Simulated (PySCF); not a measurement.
**SbF and its ions**

PBE; Sb def2-TZVPPD with ECP28, F def2-TZVPPD; scalar-relativistic core potentials (PySCF 2.14). Neutral (UKS): triplet (π ↑↑), Re = 1.952 Å, ωe = 571 cm⁻¹, De = 4.53 eV, HOMO -5.35 eV, LUMO -3.76 eV.

SbF⁺ (UKS): doublet (π ↑), Re = 1.878 Å, ωe = 675 cm⁻¹, De = 4.78 eV to Sb⁺ + F. The energies at the minima are -340.04449 hartree for SbF and -339.72423 for SbF⁺.

Problem. Work out the adiabatic ionisation energy, without and with harmonic zero-point energies (1 hartree = 27.2114 eV, 1 eV = 8065.5 cm⁻¹), and the change of the bond length.

Solution. At PBE: 0.32026 hartree = 8.715 eV between the minima; the zero-point term (675.0 − 571.0)/2 cm⁻¹ = +0.006 eV makes it 8.721 eV. Re changes by -7.4 pm against the neutral. The electron leaves a π orbital, and the shorter bond of the ion fits an antibonding orbital, or a change in how ionic the bond is.

SbF⁻ (UKS): doublet (π ↑), Re = 2.048 Å, ωe = 454 cm⁻¹, De = 1.89 eV to Sb + F⁻. The energies at the minima are -340.04449 hartree for SbF and -340.08218 for SbF⁻.

Problem. Work out the adiabatic electron affinity, without and with harmonic zero-point energies (1 hartree = 27.2114 eV, 1 eV = 8065.5 cm⁻¹), and the change of the bond length.

Solution. At PBE: 0.03769 hartree = 1.026 eV between the minima; the zero-point term (571.0 − 454.0)/2 cm⁻¹ = +0.007 eV makes it 1.033 eV. Re changes by +9.6 pm against the neutral. The electron enters a π orbital, and the longer bond of the ion fits an antibonding orbital, or a change in how ionic the bond is.

Spin–orbit coupling is left out, which matters for elements this heavy, above all for dissociation energies. For an ion De counts to the pair picked by the measured ionisation energies or electron affinities, which need not be the lowest pair at this level. The highest Kohn–Sham level is positive in this anion. Much of that is self-interaction error, but it also means that the finite basis helps to hold the extra electron. States were picked by a PBE0 search and need not be the measured ground states.
